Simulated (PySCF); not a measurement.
# Relaxation of quartet ReH₃⁺

All numbers come from PySCF, UPBE0, basis Re def2-TZVP with ECP60, H def2-TZVP (scalar-relativistic core potentials, no spin–orbit coupling, density fitting). A (50,194) grid was used.

A hand-made trigonal pyramidal start, of C3v symmetry, held to at least that symmetry:

```xyz
4
charge 1 multiplicity 4, angstrom
Re    0.0000    0.0000   -0.0119
H     1.4104    0.0000    0.7380
H    -0.7052    1.2215    0.7380
H    -0.7052   -1.2215    0.7380
```

Question: What does it relax to?

Answer: It ends at C3v with Re–H 1.630 Å (×3); H–Re–H 94.4° (×3). A frequency run shows a minimum. Other isomers or separated fragments may lie lower.

Question: How much energy is released, and in how many steps?

Answer: 3.7 kJ/mol in 7 steps.

Open d and f shells are described by one determinant, and the ground state may have another occupation or spin. With an element this heavy the missing spin–orbit coupling can shift these numbers.

The relaxation took about 70 core-seconds on a shared host.
